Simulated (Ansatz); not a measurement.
Diatomic TeCl, multiplicity 2 (lowest of 2S+1 = 2, 4 at CCSD(T)/def2-TZVPP on PBE0 minima; our sources give no spin for the ground state, which may be another). No spin–orbit coupling.

The constants come from a fifth-degree fit in 1/R (seven points, main isotopes). In def2 and cc sets the state is the lowest found near the PBE0 minimum, followed along R.

Correlated levels freeze the inner cores; with def2 sets outer-core shells near the valence are correlated too. CBS(a, b) extrapolates the correlation energy as X⁻³ and adds the Hartree–Fock energy of set b.

Programs: Ansatz (Gaussian orbitals). Values without a source in brackets are computed. In def2 rows elements past Kr take small-core potentials, without spin–orbit coupling.

```
level                                r_e (Å)  ω_e (cm⁻¹)  ω_e x_e (cm⁻¹)  dipole (D)
-----------------------------------  -------  ----------  --------------  ----------
SVWN5/def2-TZVPP                       2.303         ___             1.2        1.13
PBE/def2-TZVPP                         2.336         375             1.2        1.30
B97M-V/def2-TZVPP                      2.320         385             1.2        1.47
B3LYP/def2-TZVPP                       2.340         375             1.2        1.52
wB97X-V/def2-TZVPP                     2.305         404             1.1        1.58
wB97M-V/def2-TZVPP                     2.313         398             1.1        1.59
CCSD(T)/def2-TZVPP                     2.325         386             1.3           -
CCSD(T)/CBS(def2-TZVPP, def2-QZVPP)      ___         ___             1.2           -
```

Question: Complete the blanks.

Answer: 
- CCSD(T)/CBS(def2-TZVPP, def2-QZVPP), r_e (Å): 2.309
- CCSD(T)/CBS(def2-TZVPP, def2-QZVPP), ω_e (cm⁻¹): 395
- SVWN5/def2-TZVPP, ω_e (cm⁻¹): 396

Ansatz is an electronic-structure program.
